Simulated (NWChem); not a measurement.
CH$_{4}$Cl$_{3}$NSi; SMILES CN[Si](Cl)(Cl)Cl

```xyz
10

C     -0.1245     2.3590     1.3798
N     -0.3434     0.9294     1.3541
Si    -0.0342    -0.1108     0.0540
Cl    -0.8173    -1.9401     0.5348
Cl    -0.8977     0.6242    -1.6554
Cl     1.9593    -0.3715    -0.3863
H     -0.1521     2.7575     0.3548
H     -0.9232     2.8681     1.9423
H      0.8460     2.6422     1.8246
H     -0.5039     0.4940     2.2560
```
Atoms are numbered in this order, from 1.

Computed with NWChem. Pople sets run with spherical d functions. The geometry was optimised at PBE0/def2-SVP. Static field.

Problem. Taking PBE/def2-SVPD as the yardstick, which of these has the fewest basis functions while keeping “isotropic polarisability (bohr³)” within 10 % of it: PBE/def2-SVP; PBE/6-31+G*; PBE/6-31G*?

Solution. none of them.
```tsv
level	basis functions	isotropic polarisability (bohr³)
PBE/6-31G*	108	66.7
PBE/def2-SVP	120	64.0
PBE/6-31+G*	132	78.3
PBE/def2-SVPD	177	88.6
```

The yardstick is one finite set, not the basis-set limit.
